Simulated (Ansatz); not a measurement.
Molecule: YBr3, charge 0, multiplicity 1. 
Coordinates optimised at B3LYP-D3(BJ)/def2-TZVP (Ansatz, a program for electronic structure):
```xyz
4

Y      0.0000     0.0000     0.0000
Br    -2.0199    -1.6052    -0.3497
Br    -0.0008     2.3547    -1.1111
Br     2.0207    -0.7495     1.4609
```
Charge 0, spin multiplicity 1.

Basis-set convergence of Hartree-Fock and CCSD(T) correlation energies (hartree) with Ansatz. Valence correlation only, unless marked. No spin-orbit coupling. The frozen core is the preceding noble-gas configuration, with the filled d and f shells of earlier blocks. In def2 rows, elements after Kr have scalar-relativistic effective core potentials.

| basis | functions | E(HF) | E(corr, CCSD(T)) |
|---|---|---|---|
| def2-SVPD | 157 | -7754.49315 | -0.46399 |
| def2-TZVPPD | 227 | -7755.43978 | -0.59896 |
| def2-QZVPPD | 375 | -7755.58887 | -0.65839 |

Extrapolating the two largest sets (X = 3 and 4) as X^-3: E(corr) = (64·(-0.65839) - 27·(-0.59896))/37 = -0.7018 Eh, an estimate of the basis-set limit. The largest set recovers 93.8 % of it, the smallest 66.1 %.
